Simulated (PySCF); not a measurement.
Labels have come off several samples. The candidates:

A. `O[Si@H]1C=C[Si@H](CCl)C=C1`
B. `InChI=1S/CH12OSi4/c1-2-5-6(3)4/h6H,5H2,1,3-4H3`
C. `C=CCC(=O)OC(C)(C)C`

Spectrum 1. ¹H NMR (500 MHz, computed): δ 7.61 (m, 2H), 7.54 (m, 2H), 5.00 (m, 1H), 4.61 (m, 1H), 2.89 (d, 2H), 1.51 (br s, 1H). ¹³C{¹H} NMR (computed): δ 162.5 (CH), 155.4 (CH), 34.6 (CH2).

Spectrum 2. ¹H NMR (500 MHz, computed): δ 6.51 (m, 1H), 5.41 (m, 1H), 5.32 (m, 1H), 3.12 (d, 2H), 1.55 (s, 9H). ¹³C{¹H} NMR (computed): δ 177.5 (C), 142.0 (CH), 122.7 (CH2), 81.0 (C), 45.0 (CH2), 28.9 (CH3).

Spectrum 3. ¹H NMR (500 MHz, computed): δ 5.38 (d, 2H), 3.67 (s, 3H), 3.64 (d, 6H), 2.91 (m, 1H). ¹³C{¹H} NMR (computed): δ 56.7 (CH3).

- coordinates at the GFN2-xTB level
- shielding tensors at PBE0/pcSseg-1 (GIAO)
- run in PySCF 2.14
- relativity neglected, in vacuum, rapidly exchanging positions averaged, a single conformation

Scale: ¹H (31.72 ppm) and ¹³C (186.93 ppm) vs TMS (reference shieldings calculated alike). Where no couplings were computed, multiplicities follow the n + 1 count of equivalent neighbours, and m marks all less simple cases (inequivalent or close neighbours, rings, F or P nearby). Shifts are as computed. Against solution values, carbons near 30 ppm lie about +3 ppm off and those near 130 ppm about +5 ppm; carbons on Cl a further +6 ppm. Of 1211 compounds with measured shifts, 218 miss one by over three times the rms of a fit or turn the order of signals round; such compounds aren't used in these exercises. Carbons bonded to Cl come out too deshielded. OH and NH positions are gas-phase values without hydrogen bonding to other molecules.

Problem. Match each spectrum to its structure.

Solution. 1–A, 2–C, 3–B.

- Spectrum 1 (A): 3 ¹³C signals; δC 162.5 is an alkene CH; δC 155.4 is an alkene CH.
- Spectrum 2 (C): 6 ¹³C signals; δC 177.5 is an ester carbonyl carbon; δC 142.0 is an alkene CH.
- Spectrum 3 (B): a single ¹³C signal, at 56.7 ppm (methyl carbon bonded to O); δH 3.67 is the hydrogen on a methyl carbon bonded to O; δH 5.38 is the hydrogen on a silicon bonded to O, Si.
